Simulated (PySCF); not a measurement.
Dipole response of Yb²⁺ (ytterbium, charge +2)

[Xe] 4f14, closed-shell 1S. Calculation: PySCF 2.14, in ANO-RCC-VTZP (8s7p5d3f2g1h, 104 functions); scalar relativity by spin-free X2C-1e. Coupled (time-dependent) response in atomic units; α is the mean over directions. The basis has no added diffuse functions, which lowers α and C₆.

| method | mean α (bohr³) | C₆ (like pair) | S(−4) |
| --- | --- | --- | --- |
| M06-L | 6.361 | 30.06 | 42.40 |

S(−4) is the Cauchy moment in α(ω) = α(0) + S(−4) ω² + …

α(iu) at M06-L:

```csv
u (hartree),α(iu) (bohr³)
0,6.361
0.0500,6.260
0.100,6.003
0.200,5.378
0.300,4.874
0.500,4.210
0.750,3.622
1.00,3.137
1.50,2.384
2.00,1.861
3.00,1.224
5.00,0.6465
```

A single London oscillator, α(iu) = α/(1 + u²/ω²), gives C₆ = (3/4) ω α². Matching the computed C₆ needs ω = 4 × 30.06 / (3 × 6.361²) = 0.991 hartree.

For an ion, C₆ is the dispersion term alone; charge-induced terms of lower order in 1/R come first.

Spin-orbit coupling, which splits the p, d and f shells strongly at this Z, is absent.
